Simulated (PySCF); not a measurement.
## Calculated data, Al2FH3O, AlBH3O

Calculation on a computer-drawn molecule: optimised geometry and harmonic frequencies of an isolated molecule of the commonest isotopes, restricted reference for singlets and unrestricted otherwise, frozen core in MP2. Program: PySCF 2.14.0.

Common to all runs: multiplicity 1; method HF; basis cc-pV(D+d)Z.

(1) Al2FH3O

Start structure:
```xyz
7
Al2FH3O
O      1.8083    -0.7144     0.5159
Al     0.6540    -0.3866    -0.5599
Al    -0.4649    -0.8373    -2.8049
F     -0.4455    -1.6057    -4.2793
H      2.4869    -0.8071     1.1808
H     -0.5668     0.6078    -0.1989
H     -1.5872     0.2307    -2.4732
```

* charge: 0
* rotational constants: 11.56, 1.647, 1.627 GHz
* total energy: -660.0164 hartree
* convergence status largest gradient component: 1.922e-05 hartree/bohr

Drawn bonds:
```tsv
atom	other atom	order
1	2	1
2	3	1
3	4	1
1	5	1
2	6	1
3	7	1
```

Optimised structure:
```xyz
7
Al2FH3O
O      1.3869    -1.1155     0.3628
Al     0.6158     0.0698    -0.5752
Al    -0.7006    -0.8443    -2.6238
F     -0.0318    -0.5790    -4.1254
H      1.9204    -0.9932     1.1312
H      0.7619     1.5849    -0.1282
H     -2.0678    -1.6354    -2.6609
```

Modes:
```tsv
frequency (cm⁻¹)	reduced mass (dalton)
29.37	5.089
136.4	4.469
145.6	6.287
351	2.826
397.3	1.478
461	1.35
515	1.271
582.2	1.099
703.8	1.134
740.4	1.366
825.4	14.56
880.6	4.801
1956	1.043
1988	1.043
4206	1.068
```

(2) AlBH3O

Start structure:
```xyz
6
AlBH3O
B     -3.0922    -2.8777    -0.1568
O     -2.3071    -2.6428     0.9937
Al    -1.4513    -2.3274     2.3326
H     -2.4813    -3.3399    -1.0681
H     -4.1912    -2.5926    -0.1900
H     -0.6768    -2.0397     3.5495
```

- charge: 1
- rotational constants: 224, 5.269, 5.148 GHz
- total energy: -343.0155 hartree
- convergence status largest gradient component: 2.766e-05 hartree/bohr

Drawn bonds:
```tsv
atom	other atom	order
1	2	1
2	3	1
1	4	1
1	5	1
3	6	1
```

Optimised structure:
```xyz
6
AlBH3O
B     -3.0591    -2.8773    -0.1753
O     -2.3192    -2.6194     0.9834
Al    -1.4694    -2.3244     2.3171
H     -2.4808    -3.3649    -1.0939
H     -4.2139    -2.5906    -0.1594
H     -0.6576    -2.0435     3.5890
```

Modes:
```tsv
frequency (cm⁻¹)	reduced mass (dalton)
139	3.368
161.6	3.923
424.5	1.172
433.5	1.211
768.6	5.538
1048	1.303
1131	1.351
1323	1.91
1347	2.228
2185	1.053
2746	1.043
2864	1.138
```
